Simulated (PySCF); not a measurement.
# Pb²⁺ (lead, charge +2) across methods

[Xe] 4f14 5d10 6s2, closed-shell 1S. All numbers are calculated (PySCF 2.14, the spin-free X2C one-electron Hamiltonian (Gaussian nucleus), in ANO-RCC-VTZP (8s7p5d3f2g, 93 functions)).

```
method   E (hartree)  mean ε 5p (eV)  mean ε 5d (eV)  mean ε 6s (eV)  Σ⟨r²⟩ (bohr²)   ⟨S²⟩
   PBE     -20884.51         -103.01         -37.771         -27.370          45.91  0.000
   UHF  -20878.34449         -121.29         -45.993         -30.119          46.13  0.000
PBEsol     -20878.37         -103.03         -37.795         -27.448          45.85  0.000
  BLYP     -20885.62         -102.81         -37.547         -27.380          46.06  0.000
revPBE     -20885.06         -102.95         -37.726         -27.248          45.88  0.000
  PBE0     -20884.20         -107.91         -40.130         -28.312          45.85  0.000
   LDA     -20871.84         -103.27         -37.988         -27.800          45.89  0.000
```

Q: Estimate the same row for r2SCAN.

A: E (hartree) = -20884.44; mean ε 5p (eV) = -105.23; mean ε 5d (eV) = -38.429; mean ε 6s (eV) = -27.577; Σ⟨r²⟩ (bohr²) = 45.77; ⟨S²⟩ = 0.000.

Spin-orbit coupling, which splits the p, d and f shells strongly at this Z, is absent.
